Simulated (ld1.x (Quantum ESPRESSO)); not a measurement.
## Re: one change to a TM potential, before and after

rhenium, norm-conserving Troullier–Martins (Kleinman–Bylander form), made with ld1.x (Quantum ESPRESSO) 7.5 (PBE, fully relativistic). Core [Xe] 4f14, reference 5d5 6s2 6p0. Waves: 6s (bound): rc 2.60 bohr; 5d (bound): rc 1.55 bohr; 6p (bound, empty): rc 2.50 bohr. Local part: the p channel. Core correction: none.

Open shells are filled in proportion to 2j + 1 (rel_dist='average').

Change: all radii scaled by about 0.77 (s 2.00, p 1.92, d 1.20 bohr).

Cutoffs: the cutoffs (Ry, on a coarse ladder) from which the occupation-weighted sum of valence levels, in a spherical-Bessel basis at the reference potential, stays within 10 and 1 mRy of its value at 400 Ry; they do not see the model core or the augmentation charge, which bear on the density cutoff. Errors are all-electron minus pseudo energies relative to the spin-unpolarised reference configuration.

**Question.** What does the change do?

**Answer.** The potential gets harder (35 Ry and 55 Ry → 90 Ry and 140 Ry); both files keep a bound ghost (s); of the 7 tests that both files solve, the error grows in 4 and shrinks in 3 by more than 15 % and 0.3 meV (median size 38.3 → 9.0 meV). A smaller radius makes the pseudo-wave follow the all-electron one further in, where it bends more sharply, so more plane waves are needed.

| quantity | base | changed |
| --- | --- | --- |
| cutoff, loose | 35 Ry | 90 Ry |
| cutoff, tight | 55 Ry | 140 Ry |
| loose cutoff by channel (10 mRy a level) | s 6 Ry, d 30 Ry | s 18 Ry, d 30 Ry |
| bound ghosts | s | s |
| error for 5d5 6s1 6p0, meV [ΔE 9.25 eV] | +0.7 | +9.0 |
| error for 5d5 6s0 6p0, meV [ΔE 25.58 eV] | +38 | +70 |
| error for 5d4 6s0 6p0, meV [ΔE 52.70 eV] | -40 | +6.2 |
| error for 5d3 6s0 6p0, meV [ΔE 92.03 eV] | -255 | -209 |
| error for 5d5.5 6s1.5 6p0, meV [ΔE 0.38 eV] | -14 | -6.6 |
| error for 5d5 6s0 6p1, meV [ΔE 15.00 eV] | -88 | -270 |
| error for 5d5 6s1.5 6p0, meV [ΔE 3.78 eV] | -0.3 | +1.6 |

Changed file: These tests converged, but a pseudo level misses the all-electron one widely, so the file describes the atom poorly there or has found another state: 5d3 6s0 6p0: empty 6p by 6.3 eV (a node warning on the way). A true bound ghost makes a file unfit for plane-wave use even where its test errors are small: the radial tests pick states by their node count and pass the ghost by.
